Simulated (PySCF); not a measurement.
Question: What does the GFN2-xTB structure of `CN[SiH2]P([SiH3])[SiH3]` look like in three dimensions?

Answer: 
Z-matrix in Å and degrees, rows numbered from 1:
```
C 
N   1  1.4417
Si  2  1.7108  1  122.67
P   3  2.2252  2  104.25  1   176.06
Si  4  2.2222  3  102.04  2    68.51
Si  4  2.2146  3   99.54  2   173.29
H   1  1.0910  2  110.19  3   156.74
H   1  1.0871  2  108.45  3    37.76
H   1  1.0949  2  112.59  3   -81.78
H   2  1.0099  1  112.30  3   149.13
H   3  1.4727  2  117.26  1    58.45
H   3  1.4687  2  106.37  1   -62.49
H   5  1.4626  4  106.69  3   170.12
H   5  1.4659  4  113.05  3    50.01
H   5  1.4617  4  107.36  3   -71.17
H   6  1.4608  4  107.10  3    70.78
H   6  1.4657  4  113.09  3   -49.62
H   6  1.4614  4  106.90  3  -170.22
```

Si3 (SiH2 silicon) is distorted tetrahedral (angles from 104.2° to 117.3°). P4 (three-coordinate phosphorus) is pyramidal (angles 102.2°, 102.0° and 99.5°, sum 303.8°, 1.00 Å off the plane of its three neighbours). N2 (silicon-bound nitrogen) has angles 122.7°, 117.6° and 112.3°, sum 352.6°, 0.21 Å off the plane of its three neighbours. Si5 (SiH3 silicon) is distorted tetrahedral (angles from 106.7° to 113.1°).

The geometry is computed with GFN2-xTB (gas phase).

Point group: C1 (no symmetry element, even within 0.4 Å). GFN2-xTB frequencies: not computed here. The numbers are those of one conformer (C1–N2–Si3–P4 176°, N2–Si3–P4–Si5 69°).
